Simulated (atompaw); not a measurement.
## O (Z = 8): one change to a PAW (atompaw) potential, before and after

* Element: O (Z = 8)
* Generator: atompaw 4.2.0.5
* Type: PAW
* Functional: PBE
* Relativity: non-relativistic
* Frozen core: [He]
* Valence charge: 6
* Reference configuration: 2s2 2p2 (charge +2)
* Partial waves: 2s (bound): rc 2.10 bohr; 2s channel at -0.5 Ry: rc 2.10 bohr; 2p (bound): rc 2.10 bohr; 2p channel at -2.5 Ry: rc 2.10 bohr; 3d channel at 0.3 Ry: rc 2.10 bohr; 3d channel at 1.45 Ry: rc 2.10 bohr
* Local potential: vpsmatchnc scheme with l = 3 at -0.5 Ry, radius 1.45 bohr
* Core correction: smooth core density matched at 1.65 bohr
* Augmentation charge: besselshape compensation charge, radius 1.95 bohr; PAW radius 2.10 bohr; waves and projectors: custom polynom2 7 10 vanderbiltortho

Change: wave 2s (bound): rc 2.10 bohr becomes 2s (bound): rc 1.10 bohr.

Cutoffs: the cutoffs (Ry, on a coarse ladder) from which the occupation-weighted sum of valence levels, in a spherical-Bessel basis at the reference potential, stays within 10 and 1 mRy of its value at 400 Ry; they do not see the model core or the augmentation charge, which bear on the density cutoff.

**Question.** What does the change do?

**Answer.** The potential gets harder (15 Ry and 21 Ry → 18 Ry and 25 Ry); the range in which the s phases agree narrows (upper end at the end of the scan → 2.1); neither file shows a bound ghost.

```csv
quantity,base,changed
"cutoff, loose",15 Ry,18 Ry
"cutoff, tight",21 Ry,25 Ry
loose cutoff by channel (10 mRy a level),"s 8 Ry, p 15 Ry","s 18 Ry, p 15 Ry"
bound ghosts,none,none
s: phases at 2.11 bohr within 0.05 rad from the reference energy up to (Ry; the scan ends near 5),to the end of the scan,2.1
p: phases at 2.11 bohr within 0.05 rad from the reference energy up to (Ry; the scan ends near 5),to the end of the scan,to the end of the scan
d: phases at 2.11 bohr within 0.05 rad from the reference energy up to (Ry; the scan ends near 5),to the end of the scan,to the end of the scan
lowest overlap eigenvalue by channel,"s 0.80, p 0.92, d 1.00","s 0.63, p 0.92, d 1.00"
```

 The cutoffs see the waves, projectors and local potential, not the compensation charge or the core.
